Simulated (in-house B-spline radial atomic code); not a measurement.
# Ar³⁺: [Ne] 3s1 3p4 (an excited or competing configuration)

Level of theory: non-relativistic B97-1, spin-polarised, spherical fractional occupations, exact exchange averaged over the configuration, point nucleus; calculated with a B-spline radial code for spherical atoms.

Screening seen three ways: the hydrogenic charge with the same mean radius, Z_r = [3n² - l(l+1)]/(2<r>), the one with the same energy, Z_e = n√(-2ε), and Slater's rules. Values are occupation-weighted means over spin.

```
shell  electrons   ε (eV)  <r> (bohr)    Z_r    Z_e  Slater
   1s          2  -3182.5     0.08618  17.41  15.29   17.70
   2s          2   -352.3      0.4147  14.47  10.18   13.85
   2p          6  -285.49      0.3759  13.30   9.16   13.85
   3s          1  -70.402       1.284  10.51   6.82    7.80
   3p          4  -52.551        1.39   8.99   5.90    7.80
```

The least bound orbital is 3p down at -48.87 eV, and it is also the most diffuse (<r> = 1.427 bohr).

The density falls to 0.001 bohr⁻³ at 3.001 bohr; Σ<r²> = 12.335 bohr² gives, by the non-relativistic formula and without the paramagnetism of open shells, a Langevin diamagnetic susceptibility of -9.769×10⁻⁶ cm³/mol.
